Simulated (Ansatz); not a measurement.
Abridged output of a molecular run in Ansatz:

```
Functional definition: HF
1187 factors; integrals over basis functions are off by at most 1.2e-3 eV
mean field evaluation 1: about -21304.7657 eV, gradient 3.8e1 eV
mean field evaluation 2: about -21304.9153 eV, gradient 3.9e1 eV
mean field evaluation 4: about -21308.3029 eV, gradient 3.4e0 eV
mean field evaluation 8: about -21308.3537 eV, gradient 1.8e-1 eV
mean field -21308.35392456 eV, -783.0675634065 hartree, gradient 3.9e-6 eV, S^2 0.000000; 0 other end points of the search recorded, 0 dependent functions left out
12 core orbitals not correlated: weight in the atoms' cores, before any rotation towards them, 1.000 or more for the frozen orbitals, at most 0.000 for the correlated occupied ones
reference -21308.35392456 eV, -783.0675634065 hartree; 11, 11 occupied and 179, 179 virtual orbitals, 1187 factors
second order -15.83467912 eV of doubles, -0.00000000 eV of singles
cycle   1  -16.51090411 eV  change   -6.8e-1 eV  update   8.4e-2
cycle   2  -16.92038087 eV  change   -4.1e-1 eV  update   2.5e-2
cycle   3  -16.99418896 eV  change   -7.4e-2 eV  update   1.3e-2
cycle   4  -16.98328330 eV  change    1.1e-2 eV  update   4.0e-3
cycle   5  -16.98399617 eV  change   -7.1e-4 eV  update   1.8e-3
cycle   6  -16.98406765 eV  change   -7.1e-5 eV  update   4.8e-4
cycle   7  -16.98398893 eV  change    7.9e-5 eV  update   1.5e-4
cycle   8  -16.98402844 eV  change   -4.0e-5 eV  update   5.3e-5
cycle   9  -16.98403383 eV  change   -5.4e-6 eV  update   1.7e-5
perturbative correction -0.68013477 eV, -0.0249944916 hartree
Total energy: -21326.01809316 eV, -783.7167096292 hartree
```

Its atoms:

Cartesian coordinates in Å:
```
B 0.7565 0.5815 -0.7045
N 0.3695 0.7008 0.6075
Al -0.8735 -0.6005 0.4072
Cl -0.3645 -2.5562 0.9866
H 0.0523 -0.2573 -1.3190
H 1.6173 1.1159 -1.3306
H 0.8137 1.2986 1.2818
H -2.3713 -0.2828 0.0709
```

Task: Which basis set was used?
A. cc-pV(Q+d)Z
B. def2-TZVPPD
C. def2-TZVPP
D. cc-pV(D+d)Z

Result: C. It gives 202 functions.

Task: Write the keys of the input that set method, charge and spin (a neutral closed shell needs none for the last two).

Result: 
```yaml
correlation: {method: ccsd_t}
```
